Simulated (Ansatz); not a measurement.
Two isomers of C2H7NOSi: A = `C[Si@H]1O[C@@H]1N`, B = `C=NCO[SiH3]`.

Program: Ansatz. Geometries: PBE0-D4/def2-TZVP. ΔE: electronic, gas phase. CCSD(T)/CBS adds triple-zeta CCSD(T) − MP2 to the extrapolated MP2 energy (def2 sets, frozen cores). DFT in def2-TZVPP. B3LYP here is the variant with VWN-RPA as its local correlation; programs differ in this. Each species was taken in one conformer, which may not be the lowest.

A:

Z-matrix (Å, degrees):
```
C
Si 1 1.852
H 1 1.091 2 110.8
H 1 1.093 2 110.6 3 -120.9
H 1 1.094 2 110.3 3 120.1
O 2 1.654 1 119.4 3 -43.5
C 2 1.812 1 125.5 3 18.5
H 2 1.486 1 112.2 3 176.2
N 7 1.400 2 126.6 1 155.5
H 7 1.089 2 119.7 1 -7.5
H 9 1.013 7 112.6 2 136.4
H 9 1.010 7 113.6 2 11.5
```

B:

```xyz
12

C     0.007   -0.384   -2.303
N     0.755    0.442   -1.716
C     0.674    0.589   -0.302
O    -0.278   -0.244    0.318
Si   -0.587   -0.233    1.933
H    -0.720   -1.012   -1.783
H     0.089   -0.477   -3.385
H     0.444    1.644   -0.100
H     1.675    0.384    0.101
H    -1.034    1.118    2.373
H     0.632   -0.596    2.707
H    -1.658   -1.231    2.158
```

Problem. Which isomer does CCSD(T)/CBS put lower? Give the gap. (An estimate is asked.)

Solution. Computed: A, by 4.6 kcal/mol.

Problem. Give E(B) − E(A) in kcal/mol with MP2/def2-TZVPP, PBE-D4, B3LYP-D4, HF/def2-TZVPP, B2PLYP, r2SCAN-D4, ωB97M-V. (Best estimate.)

Solution. Computed: MP2/def2-TZVPP 6.1, PBE-D4 9.3, B3LYP-D4 2.3, HF/def2-TZVPP -8.2, B2PLYP 3.1, r2SCAN-D4 8.1, ωB97M-V 5.8. The order is the other way round with HF/def2-TZVPP.

Largest T1 diagnostic: 0.013.

In def2-TZVPP, CCSD(T) changes the Hartree–Fock value by +10.9 kcal/mol (the triples alone add +1.1 kcal/mol) and MP2 by +14.3 kcal/mol. From PBE to PBE0 (25 % exact exchange), in def2-TZVPP and without D4, E(B) − E(A) moves by −1.0 kcal/mol.
